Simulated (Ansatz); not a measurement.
`O/C=C/BF`, relaxed with RKS PBE-D4/def2-SVP in Ansatz 0.2.0 from a rough embedded geometry. The force threshold is 0.03 eV/Å; the program also tests the step.

Charge 0, multiplicity 1.

Start:

```xyz
9

O    -1.334    0.551   -1.650
C    -0.257    0.057   -1.006
C    -0.144    0.147    0.302
B     1.117   -0.536    1.128
F     1.194   -0.409    2.502
H    -2.100    1.095   -1.134
H     0.511   -0.449   -1.578
H    -0.889    0.603    0.953
H     1.903   -1.058    0.483
```

Task: By how much does the energy fall, and how many steps does the optimiser take? (Best estimate.)

Result: The calculation gave: 85.49 kJ/mol, in 8 steps, 2 of them rejected.

Task: Which bonds change most? (Estimate.)

Result: Ansatz gave: C3–B4 from 1.655 to 1.528 Å; O1–H6 from 1.072 to 0.979 Å; B4–H9 from 1.143 to 1.224 Å; C2–C3 from 1.316 to 1.363 Å.

Task: Give the relaxed structure. (Best estimate.)

Result: The calculation gave: 
```xyz
9

O    -1.286    0.556   -1.705
C    -0.295    0.067   -0.945
C    -0.170    0.142    0.411
B     1.051   -0.488    1.082
F     1.211   -0.430    2.414
H    -1.938    0.998   -1.123
H     0.462   -0.442   -1.567
H    -0.957    0.661    0.990
H     1.922   -1.063    0.444
```
